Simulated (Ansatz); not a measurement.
`OB[Si](F)(F)Cl` and `F[Si](F)(Cl)[NH][GeH2][Cl]` differ in one atom or group.

Ansatz, PBE0-D4/def2-TZVP geometries, multiplicity 1. Each molecule was computed in one conformer, which needn't be the lowest.

Scalar relativity is left out up to krypton.

```csv
property,`OB[Si](F)(F)Cl`
HOMO energy (ωB97M-V/def2-TZVPP) / eV,-10.81
HOMO energy (B3LYP/def2-TZVPP) / eV,-8.45
size of the dipole moment (B3LYP/def2-TZVPP) / D,3.65
LUMO energy (PBE/def2-TZVPP) / eV,-2.72
HOMO–LUMO gap (PBE/def2-TZVPP) / eV,4.54
size of the dipole moment (PBE/def2-TZVPP) / D,3.57
```

(1) Give the same properties after the change, and the shifts. (Estimate.)

Results:

(1) Computed: 
| property | `F[Si](F)(Cl)[NH][GeH2][Cl]` | shift |
| --- | --- | --- |
| HOMO energy (ωB97M-V/def2-TZVPP) / eV | -11.04 | -0.23 |
| HOMO energy (B3LYP/def2-TZVPP) / eV | -8.45 | 0.00 |
| size of the dipole moment (B3LYP/def2-TZVPP) / D | 2.62 | -1.03 |
| LUMO energy (PBE/def2-TZVPP) / eV | -1.16 | 1.56 |
| HOMO–LUMO gap (PBE/def2-TZVPP) / eV | 6.11 | 1.57 |
| size of the dipole moment (PBE/def2-TZVPP) / D | 2.51 | -1.06 |

With PBE0 the HOMO falls by 0.10 eV and the LUMO rises by 1.59 eV, so the gap widens by about 1.69 eV. PBE moves the HOMO by -0.01 eV and ωB97M-V by -0.23 eV. Dipoles are sizes alone; their direction can turn.

B3LYP here is the variant with VWN-RPA as its local correlation; programs differ in this.
